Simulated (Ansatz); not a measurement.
`FC/C=C(/F)C(F)F` + `[SiH3]CS` → `FCSC[SiH3]` + `C=C(F)C(F)F`  (substitution at a C–C bond)

Computed with Ansatz on PBE0-D4/def2-TZVP structures; ΔE is electronic, products minus reactants. CCSD(T)/CBS is the MP2 limit (def2-TZVPP, def2-QZVPP) plus CCSD(T) − MP2 in def2-TZVPP, frozen cores. DFT in def2-TZVPP. B3LYP here is the variant with VWN-RPA as its local correlation; programs differ in this. Each species was taken in one conformer, which may not be the lowest.

`FC/C=C(/F)C(F)F`:

Cartesian coordinates in Å:
```
F 1.727 -0.478 -0.775
C 0.611 -0.323 -1.567
C -0.618 0.039 -0.818
C -0.805 0.235 0.477
F -2.027 0.559 0.916
C 0.175 0.152 1.604
F 0.229 1.348 2.241
F -0.257 -0.762 2.509
H 0.834 0.454 -2.308
H 0.452 -1.265 -2.105
H -1.495 0.160 -1.448
H 1.174 -0.120 1.273
```

`[SiH3]CS`:

Cartesian coordinates in Å:
```
Si 0.661 0.387 0.761
C -0.863 -0.273 -0.114
S -0.426 -1.132 -1.649
H 1.550 -0.739 1.142
H 0.279 1.152 1.981
H 1.389 1.297 -0.164
H -1.342 -1.029 0.514
H -1.603 0.507 -0.303
H 0.355 -0.169 -2.167
```

`FCSC[SiH3]`:

```xyz
12

F     1.470   -1.726    1.467
C     1.504   -0.377    1.173
S     1.495   -0.055   -0.575
C    -0.217   -0.496   -0.976
Si   -1.420    0.879   -0.528
H     0.647    0.088    1.663
H     2.435    0.041    1.562
H    -0.236   -0.659   -2.057
H    -0.458   -1.455   -0.512
H    -1.285    1.230    0.911
H    -1.112    2.076   -1.349
H    -2.824    0.452   -0.780
```

`C=C(F)C(F)F`:

Cartesian coordinates in Å:
```
C 0.508 1.006 0.864
C -0.384 0.332 0.170
F -1.684 0.645 0.178
C -0.130 -0.838 -0.730
F 1.191 -1.100 -0.800
F -0.751 -1.939 -0.239
H 1.547 0.714 0.819
H 0.214 1.844 1.481
H -0.511 -0.664 -1.743
```

| level | ΔE (kcal/mol) | difference from CCSD(T)/CBS |
| --- | --- | --- |
| PBE-D4 | -2.0 | -0.5 |
| r2SCAN-D4 | -1.7 | -0.2 |
| PBE0-D4 | -1.2 | 0.3 |
| B3LYP-D4 | -1.3 | 0.2 |
| ωB97X-V | -1.1 | 0.4 |
| ωB97M-V | -1.4 | 0.1 |
| B2PLYP | -1.1 | 0.4 |
| PBE | -1.7 | -0.2 |
| r2SCAN | -1.7 | -0.2 |
| PBE0 | -1.0 | 0.5 |
| B3LYP | -0.8 | 0.7 |
| HF/def2-TZVPP | 0.5 | 2.0 |
| MP2/def2-TZVPP | -1.3 | 0.2 |
| SCS-MP2/def2-TZVPP | -0.9 | 0.6 |
| CCSD/def2-TZVPP | -0.2 | 1.3 |
| CCSD(T)/def2-TZVPP | -0.7 | 0.8 |
| HF/def2-QZVPP | 0.5 | 2.0 |
| MP2/def2-QZVPP | -1.8 | -0.3 |
| SCS-MP2/def2-QZVPP | -1.3 | 0.2 |
| HF/CBS(def2) | 0.5 | 2.0 |
| MP2/CBS(def2) | -2.1 | -0.6 |
| CCSD/CBS(def2) | -1.0 | 0.5 |
| CCSD(T)/CBS | -1.5 | 0 |

Largest T1 diagnostic among the species: 0.012.

In def2-TZVPP, CCSD(T) changes the Hartree–Fock value by −1.2 kcal/mol (the triples alone add −0.5 kcal/mol) and MP2 by −1.9 kcal/mol. From PBE to PBE0 (25 % exact exchange), in def2-TZVPP and without D4, ΔE moves by +0.7 kcal/mol.
